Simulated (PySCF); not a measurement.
I2Zn, singlet, geometry from GFN2-xTB (such geometries of metal compounds can be far from the true shape) (core potentials on I). Base run: B3LYP/def2-SVP (PySCF).

Input for PySCF:
```python
from pyscf import gto, scf, dft

mol = gto.Mole()
mol.atom = '''
    Zn    0.000000    0.000000    0.000000
    I    -0.000000   -0.000000   -2.446231
    I     0.000000    0.000000    2.446231
'''
mol.basis = 'def2-svp'
mol.ecp = {'I': 'def2-svp'}
mol.charge = 0
mol.spin = 0
mol.verbose = 4
mol.symmetry = True
mol.build()

mf = dft.RKS(mol)
mf.xc = 'b3lyp'
mf.kernel()
mf.analyze()
```

Variants of this job, named by their change:

```csv
change,ΔE vs base (eV),point group used,SCF cycles
base,0.00,Dooh,10
symmetry_subgroup = C2v,0.00,C2v,10
symmetry_subgroup = D2h,0.00,D2h,10
symmetry = off,0.00,C1,10
```
